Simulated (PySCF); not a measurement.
TiF: one state, many levels of theory

State: ⁴Σ⁻ (quartet), unpaired electrons σ ↑, δ ↑↑. Set-up: PySCF, spin-free X2C with a Gaussian nucleus, basis sets Ti x2c-TZVPPall, F x2c-TZVPPall. De refers to Ti (3d2 4s2) + F in their high-spin ground configurations, without counterpoise correction. The functionals are run spin-unrestricted. A positive dipole means Ti(−)F(+).

| Level | Re (Å) | ωe (cm⁻¹) | De (eV) | μ (D) |
| --- | --- | --- | --- | --- |
| UHF | 1.820 | 682 | n/a | -2.70 |
| UHF-MP2 | 1.777 | 708 | n/a | n/a |
| UHF-SCS-MP2 | 1.791 | 694 | n/a | n/a |
| PBE | 1.770 | 704 | n/a | -2.93 |
| r²SCAN | 1.769 | 712 | n/a | -3.31 |
| TPSSh | 1.772 | 711 | n/a | -3.22 |
| PBE0 | 1.770 | 714 | n/a | -3.07 |
| B97-3 | 1.782 | 697 | n/a | -2.99 |
| HSE06 | 1.771 | 715 | n/a | -3.10 |
| BHandHLYP | 1.785 | 709 | n/a | -3.16 |
| B2PLYP | 1.779 | 709 | n/a | -3.02 |

The bond length runs from 1.769 Å (r²SCAN) to 1.820 Å (UHF).

Correlated steps freeze 6 core orbitals. De is left out where the level can put another filling of the metal’s s and d shells below the measured ground configuration, by anything from nothing to about 1 eV. B2PLYP dipoles, levels and charges come from its SCF part alone. With d or f electrons several states lie close, and the lowest PBE0 determinant need not be the measured ground state.

The whole job (state search and all levels along the bond) took about 8 min on 1 thread of Arm Neoverse V2 (shared host), peak memory 3 GiB.
